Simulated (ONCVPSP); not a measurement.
**Configuration tests for Mn (ONCV)**

manganese (Mn), optimised norm-conserving Vanderbilt (ONCV), made with ONCVPSP 4.0.1 (PBE, scalar-relativistic). Core [Ne], reference 3s2 3p6 3d5 4s2. Waves: 3s+4s: rc 1.15 bohr, ncon 5, nbas 8, qcut 12.9 1/bohr, 2 projectors; 3p: rc 1.15 bohr, ncon 4, nbas 7, qcut 14.3 1/bohr, 2 projectors, debl 1.8 Ha; 3d: rc 1.35 bohr, ncon 4, nbas 8, qcut 14.1 1/bohr, 2 projectors, debl 1.5 Ha. Local part: polynomial inside 0.80 bohr (lpopt 1, dvloc0 3 Ha). Core correction: none.

In the p channel the program set the typed energies aside and used -2.006, 0.250 Ha.

Energies are relative to the spin-unpolarised reference configuration 3s2 3p6 3d5 4s2; without spin polarisation the order of configurations can differ from experiment.

| valence configuration | charge | ΔE all-electron (eV) | error AE − PS (meV) |
| --- | --- | --- | --- |
| 3s2 3p6 3d5 4s1 | +1 | 8.416 | -0.2 |
| 3s2 3p6 3d5 4s0 | +2 | 24.015 | +0.3 |
| 3s2 3p6 3d4 4s2 | +1 | 13.187 | +12 |

Task: What are ΔE and the potential's error for 3s2 3p6 3d4 4s0?

Result: ΔE = 56.534 eV all-electron; the error (AE − PS) is +4.1 meV.

Levels in the configuration 3s2 3p6 3d5 4s1:

| level | all-electron (eV) | pseudo (eV) |
| --- | --- | --- |
| 3s | -94.103 | -94.103 |
| 3p | -62.830 | -62.828 |
| 3d | -14.908 | -14.911 |
| 4s | -11.878 | -11.877 |
